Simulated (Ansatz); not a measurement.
Reaction (ligand exchange at a B–Cl bond): `COB(F)Cl` + H₂S → `COB(F)S` + HCl

Program: Ansatz. Geometries: PBE0-D4/def2-TZVP. ΔE: electronic, gas phase. CCSD(T)/CBS adds triple-zeta CCSD(T) − MP2 to the extrapolated MP2 energy (def2 sets, frozen cores). This one scheme is used for every species. Functionals use def2-TZVPP. B3LYP here is the variant with VWN-RPA as its local correlation; programs differ in this. One conformer a species, not always the lowest.

`COB(F)Cl`:

Cartesian coordinates in Å:
```
C -0.383 -1.036 -0.168
O -0.556 0.356 -0.342
B 0.271 1.309 0.088
F -0.040 2.567 -0.165
Cl 1.762 0.997 0.980
H -0.248 -1.496 -1.148
H -1.286 -1.437 0.292
H 0.480 -1.259 0.462
```

H₂S:

Cartesian coordinates in Å:
```
S 0.044 0.548 0.286
H -0.323 -0.680 0.681
H 0.279 0.133 -0.968
```

`COB(F)S`:

Cartesian coordinates in Å:
```
C 1.167 0.371 -0.709
O -0.149 0.420 -0.183
B -0.653 -0.551 0.596
F 0.064 -1.629 0.921
S -2.339 -0.454 1.254
H 1.683 -0.549 -0.427
H 1.108 0.434 -1.797
H 1.726 1.229 -0.333
H -2.607 0.728 0.678
```

HCl:

```xyz
2

Cl   -0.595    0.116   -0.205
H     0.595   -0.116    0.205
```

| level | ΔE (kcal/mol) | difference from CCSD(T)/CBS |
| --- | --- | --- |
| PBE-D4 | 4.9 | -0.3 |
| r2SCAN-D4 | 5.3 | 0.1 |
| PBE0-D4 | 5.0 | -0.2 |
| B3LYP-D4 | 5.5 | 0.3 |
| ωB97X-V | 5.4 | 0.2 |
| ωB97M-V | 5.8 | 0.6 |
| B2PLYP | 5.5 | 0.3 |
| PBE | 5.0 | -0.2 |
| r2SCAN | 5.4 | 0.2 |
| PBE0 | 5.1 | -0.1 |
| B3LYP | 5.6 | 0.4 |
| HF/def2-TZVPP | 6.4 | 1.2 |
| MP2/def2-TZVPP | 5.4 | 0.2 |
| SCS-MP2/def2-TZVPP | 5.5 | 0.3 |
| CCSD/def2-TZVPP | 5.3 | 0.1 |
| CCSD(T)/def2-TZVPP | 5.2 | 0.0 |
| HF/def2-QZVPP | 6.6 | 1.4 |
| MP2/def2-QZVPP | 5.4 | 0.2 |
| SCS-MP2/def2-QZVPP | 5.5 | 0.3 |
| HF/CBS(def2) | 6.6 | 1.4 |
| MP2/CBS(def2) | 5.4 | 0.2 |
| CCSD/CBS(def2) | 5.3 | 0.1 |
| CCSD(T)/CBS | 5.2 | 0 |

Largest T1 diagnostic among the species: 0.012.

In def2-TZVPP, CCSD(T) changes the Hartree–Fock value by −1.3 kcal/mol (the triples alone add −0.2 kcal/mol) and MP2 by −1.0 kcal/mol.
